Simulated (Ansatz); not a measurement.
`N=C(Br)C=O` + H₂ → `N=CBr` + `C=O` at 400 K and 1 bar (hydrogenolysis of a C–C bond).

Computed with Ansatz on PBE0-D4/def2-TZVP structures; ΔE is electronic, products minus reactants. CBS: MP2 limit from def2 TZ/QZ plus the TZ coupled-cluster correction, frozen cores. This one scheme is used for every species. For Br outer-core shells are correlated without core-valence functions, which leaves a few kJ/mol of doubt a bond. Scalar relativity is left out up to krypton. Each species was taken in one conformer, which may not be the lowest.

```
     species  CCSD(T)/CBS energy (Eh)  H − E (kJ/mol)  S (J/(mol·K))
`N=C(Br)C=O`              -2780.45971           131.8          343.0
          H₂                 -1.17544            38.0          139.0
     `N=CBr`              -2667.24523            98.4          287.6
       `C=O`               -114.39408            83.9          229.4
```

H − E and S are ideal-gas, rigid-rotor, harmonic terms from PBE0-D4/def2-TZVP, for one conformer and one mirror image of each species. The MP2-based limit puts H₂ 0.8 mEh under its directly extrapolated value; such offsets cancel only in part. 1 Eh = 2625.50 kJ/mol, R = 8.31446 J/(mol·K).

Task: By hand: ΔE, ΔH, ΔS and ΔG.

Result: ΔE = (-2667.24523) + (-114.39408) − (-2780.45971) − (-1.17544) = -0.00416 Eh = -10.9 kJ/mol. Δ(H − E) = 98.4 + 83.9 − 131.8 − 38.0 = 12.5, so ΔH = 1.6 kJ/mol. ΔS = 287.6 + 229.4 − 343.0 − 139.0 = 35.0 J/(mol·K). ΔG = 1.6 − 400 × (35.0)/1000 = -12.4 kJ/mol.

Task: By hand: the equilibrium constant, and the temperature at which ΔG would vanish if ΔH and ΔS stayed fixed.

Result: log₁₀ K = −ΔG/(RT ln 10) = 1.6. ΔG = 0 at ΔH/ΔS = 46 K, though so small a ΔH makes that figure unsure.

TΔS isn't small against ΔH here. A doubt of 5 kJ/mol in ΔE shifts log₁₀ K by 0.7 here. Other conformers and mirror images would add mixing entropy, several J/(mol·K) or more a flexible species. These are equilibria of isolated gas molecules and say nothing of rates. Largest T1 diagnostic: 0.015 (customary marks: 0.02 for closed shells, 0.045 for open ones).
